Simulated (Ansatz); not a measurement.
The cluster Ca₅Si₃⁺. Charge 1, multiplicity 2. Geometry PBE-D4/def2-SVP; atoms count from 1.

```tsv
atom	x (Å)	y (Å)	z (Å)
Ca1	-1.358	-0.304	-2.800
Ca2	-1.470	-2.034	0.552
Ca3	-0.833	0.647	2.767
Ca4	1.839	-1.571	1.711
Ca5	0.969	2.060	-1.863
Si6	1.182	1.069	0.736
Si7	-1.111	0.854	-0.177
Si8	0.781	-0.722	-0.926
```

The structure comes from a short search, and lower isomers may exist.

Estimate the Mulliken populations from the PBE0/def2-TZVP orbitals of Ansatz.


| atom | charge (e) | spin (α − β) |
| --- | --- | --- |
| Ca1 | 0.48 | 0.66 |
| Ca2 | 0.42 | -0.01 |
| Ca3 | 0.53 | 0.07 |
| Ca4 | 0.53 | 0.07 |
| Ca5 | 0.68 | 0.22 |
| Si6 | -0.57 | 0.06 |
| Si7 | -0.54 | -0.04 |
| Si8 | -0.54 | -0.04 |
Mulliken values and Mayer orders depend strongly on the basis.

Where does the spin sit?

Summed by element: Ca 1.01, Si -0.01, of 1 unpaired in all. Largest on single atoms: Ca1 0.66, Ca5 0.22, Ca4 0.07.

And the Mayer bond orders between bonded heavy atoms (over 0.3)?

Ca1–Ca5 0.44 (3.45 Å); Ca1–Si7 0.51 (2.88 Å); Ca1–Si8 0.51 (2.87 Å); Ca2–Ca3 0.47 (3.54 Å); Ca2–Ca4 0.47 (3.54 Å); Ca2–Si7 0.38 (3.00 Å); Ca2–Si8 0.39 (3.00 Å); Ca3–Ca4 0.43 (3.63 Å); Ca3–Si6 0.46 (2.89 Å); Ca3–Si7 0.52 (2.96 Å); Ca4–Si6 0.46 (2.89 Å); Ca4–Si8 0.52 (2.97 Å); Ca5–Si6 0.55 (2.79 Å); Ca5–Si7 0.42 (2.94 Å); Ca5–Si8 0.42 (2.94 Å); Si6–Si7 0.74 (2.48 Å); Si6–Si8 0.74 (2.48 Å); Si7–Si8 0.61 (2.57 Å).
